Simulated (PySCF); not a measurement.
HfF2I2, SMILES [F][Hf]([F])([I])[I], multiplicity 1.

Coordinates come from a B3LYP-D3(BJ)/def2-SVP optimisation. The multiplicity is an assumed one; no other spin state was optimised. The structure was generated by enumeration; whether it is a known compound was not checked. The def2 effective core potentials stand for the cores of Hf, I; spin–orbit coupling is left out.

Two levels are set side by side: TDA-PBE/def2-SVPD (PySCF) and TDA-PBE0/def2-SVPD (PySCF). Vertical, same geometry. The lowest singlet is HOMO−1→LUMO 100 % with PBE and HOMO−1→LUMO 99 % with the other functional; states are paired by order. Differences are taken from unrounded values.

| quantity | TDA-PBE0 |
|---|---|
| lowest singlet excitation (eV) | 4.63 |
| lowest triplet excitation (TDA) (eV) | 4.14 |
| first bright state (f over 0.05) (eV) | 4.71 |
| its oscillator strength | 0.07 |

What does TDA-PBE give, and how far is it from TDA-PBE0? (The exact figures need the calculation; the answer reports its results.)


| quantity | TDA-PBE | TDA-PBE minus TDA-PBE0 |
|---|---|---|
| lowest singlet excitation (eV) | 4.19 | -0.44 |
| lowest triplet excitation (TDA) (eV) | 3.75 | -0.39 |
| first bright state (f over 0.05) (eV) | 4.73 | 0.02 |
| its oscillator strength | 0.09 | 0.03 |

Functionals without exact exchange tend to place singlet excitations lower, as here. Differences between two approximate levels are no errors against the true value.

Rough cost on one machine, each run with all the roots and properties that it gave: TDA-PBE0 against TDA-PBE about 2 times.
